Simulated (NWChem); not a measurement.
AlNH₂BrCl; SMILES [NH2][Al]([Cl])[Br]

```xyz
6

Al    -0.4335     0.5640     0.0000
Cl     0.8975     2.1940     0.0000
Br     0.3629    -1.5496     0.0000
N     -2.1711     0.8601     0.0000
H     -2.8749     0.1325     0.0000
H     -2.5919     1.7809     0.0000
```
Atoms are numbered in this order, from 1.

Program: NWChem. Pople sets run with spherical d functions. All runs use the structure optimised with B3LYP/6-31G* (spherical d). GIAO values for the isolated, static molecule; σ is the absolute isotropic shielding, δ = σ(reference) − σ with the isolated reference molecule computed at the same levels (1H: tetramethylsilane, 15N: ammonia). Spin-orbit effects, on the heavy nuclei and on their neighbours, are missing.

For level KT2/pcSseg-1:

- σ Al1 (ppm): 407.7
- σ Cl2 (ppm): 933.9
- σ Br3 (ppm): 2689.7
- δ N4 (ppm): 38.1
- δ H5 (ppm): 1.34
- δ H6 (ppm): 1.32

Task: How do the values read with level Hartree-Fock/6-31G* instead?

Result: 
- σ Al1 (ppm): 492.9
- σ Cl2 (ppm): 1032.9
- σ Br3 (ppm): 2918.9
- δ N4 (ppm): 15.8
- δ H5 (ppm): 0.57
- δ H6 (ppm): 0.58
